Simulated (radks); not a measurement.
Results of a calculation; reference values are marked as such.
Pr+, configuration [Xe] 4f3 6s1. Code: a radial shooting solver on a logarithmic mesh with Libxc functionals. Model: scalar-relativistic Kohn-Sham, r2SCAN, spin-polarised, spherical densities, finite nucleus; open shells are filled with parallel spins first (spin-orbit coupling, left out, can overturn this in heavy ions); meta-GGA in the generalised Kohn-Sham scheme; Fermi nuclear charge, rms radius 4.8919 fm.

Radial electron density D(r) = 4 pi r^2 rho(r):

r (bohr),D(r) (e/bohr),spin D(r)
0.00185,8.143,0.000434
0.002527,13.20,0.000697
0.003453,20.77,0.00108
0.004717,31.41,0.00160
0.006444,44.99,0.00219
0.008804,59.90,0.00269
0.01203,72.46,0.00278
0.01643,77.85,0.00208
0.02245,74.26,0.000682
0.03067,68.53,-0.000215
0.0419,74.15,0.00124
0.05678,92.61,0.00377
0.07757,102.2,0.000387
0.106,86.00,-0.00797
0.1448,75.48,0.0194
0.1978,88.12,0.165
0.2702,72.34,0.540
0.3691,36.69,1.29
0.5043,36.42,2.22
0.689,34.77,2.63
0.9412,17.21,2.34
1.286,9.650,1.58
1.757,6.342,0.673
2.381,2.504,0.312
3.252,0.7256,0.376
4.443,0.3117,0.291
6.07,0.08534,0.0851
8.293,0.007400,0.00740
11.33,0.0001463,0.000146

D(r) has 4 maxima, at r = 0.0168, 0.0745, 0.209, 0.582 bohr, and minima at 0.0322, 0.138, 0.423 bohr, inside which lie 1.95, 11.17, 29.05 electrons.
